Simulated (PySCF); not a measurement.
[Fe(SH)4]2- holds Fe(II), d6, at total charge -2. The structure is a model geometry with rigid ligands and bond lengths from ionic radii and bond length changed to 1.08 of its base value, not a minimum; coordination tetrahedral, point group S4, metal–donor distances 2.59 Å.

```
9

Fe    0.000    0.000    0.000
S     1.496    1.496    1.496
H     0.707    2.574    1.641
S    -1.496   -1.496    1.496
H    -0.707   -2.574    1.641
S    -1.496    1.496   -1.496
H    -2.574    0.707   -1.641
S     1.496   -1.496   -1.496
H     2.574   -0.707   -1.641
```

Method (PySCF 2.14, density fitting): CASSCF(6,5) with orbitals averaged over all microstates of the shell, strongly contracted NEVPT2 on the averaged canonical orbitals; basis x2c-TZVPall on the metal, x2c-SVPall elsewhere; spin-free X2C; IEF-PCM water; spin-orbit coupling by state interaction with the mean-field operator over all roots.

(1) Which term lies lowest, and with what spin?

(2) Where do the spin-allowed transitions within the shell lie?

(3) Which is the lowest state of another spin?

(4) Give the fitted ligand-field and repulsion parameters.

(5) What are the magnetic parameters?

NEVPT2 lifts 5B (from 5T2) from 2610 to 3818 cm⁻¹; on the d shell alone such lifts tend to overshoot. Gaps between spin states lean to high spin in this active space.

The job took 9.9 s on one thread of Intel Xeon Platinum 8488C (shared host), with 140 basis functions, launched as `OMP_NUM_THREADS=1 python lf_run.py task.json out`.

Answers

(1) 5B (from 5E) (S = 2, orbital degeneracy 1), with 3.0 electrons in the lower (e-type) set and 3.0 in the upper (t2-type) set, by NEVPT2.

(2) By NEVPT2: 5A (from 5E) at 1669 cm⁻¹; 5E (from 5T2) at 3140 cm⁻¹; 5B (from 5T2) at 3818 cm⁻¹. The strongest, at 3140 cm⁻¹, has f = 4.0e-05.

(3) 3A (from 3T1) at 19269 cm⁻¹ by NEVPT2; CASSCF alone puts it at 20874 cm⁻¹ above the same ground state.

(4) At CASSCF level (the NEVPT2 levels don't fit a ligand-field model well): orbital energies 0, 1136, 2394, 2394, 2785 cm⁻¹; 10Dq = 1957 cm⁻¹ (difference of the means of the two sets); B = 1119 cm⁻¹; C = 4158 cm⁻¹; B over its free-ion value at the same level 0.947; rms of the fit 67 cm⁻¹; ζ = 398 cm⁻¹ (free ion 412).

(5) The ground multiplet follows a spin Hamiltonian with S = 2, g = 2.061, 2.061, 2.195, D = -8.69 cm⁻¹, E/|D| = 0.00 (spin-orbit part alone); the lowest levels hold 99 % of the spin-free ground state. μeff is 5.23 μB at 300 K and 4.85 μB at 10 K; the spin-only value is 4.90 μB.
